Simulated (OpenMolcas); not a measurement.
Pt4+ (d6) among equal point charges was computed by CASSCF with the d shell active (OpenMolcas, ANO-RCC-VDZP on the metal). Its lowest spin-free states, and all those of the highest spin:

| 2S+1 | Degeneracy | E (cm-1) |
| --- | --- | --- |
| 5 | 2 | 0.0 |
| 5 | 3 | 1476 |
| 3 | 3 | 18907 |
| 3 | 2 | 19388 |
| 3 | 3 | 20193 |
| 3 | 3 | 20451 |
| 3 | 3 | 22003 |
| 3 | 1 | 22325 |
| 3 | 3 | 22838 |
| 3 | 1 | 23851 |
| 3 | 3 | 23908 |
| 3 | 2 | 24522 |

Question: Is the site octahedral, tetrahedral or cube-like, axial, or of lower symmetry?

Answer: The states with 2S+1 = 5 have orbital degeneracies 2, 3. Threefold states need a cubic site. For d6 at this spin an octahedron puts the threefold T2 below the twofold E and a tetrahedron or cube puts the twofold E below the threefold T2, so the site is a tetrahedron or a cube, which this pattern cannot tell apart. The first gap at this spin, 1480 cm-1, is |10Dq| in ligand-field theory. The run had Pt4+ among 4 point charges of -0.8 e arranged as a tetrahedron (Td), 2.04 Å from the ion.

Spin-orbit coupling mixes the spin-free states strongly: the lowest level takes only 54 % from its leading state, 5E. An orbital doublet at a regular site is open to a Jahn-Teller distortion, which this geometry leaves out. Without dynamic correlation the repulsion within the d shell is too large (B by tens of per cent), so at a given field states of lower spin stand too high. Point charges give a weaker field than real ligands, and real ions of this kind are as a rule low spin; the high spin found here belongs to the model. The ground term spreads over less than 5000 cm-1, several times less than with real ligands, so orbital moments are less quenched and χT lies further from the spin-only value than at real sites. This is an electrostatic model: the charges have no orbitals. No measured value stands beside these numbers.
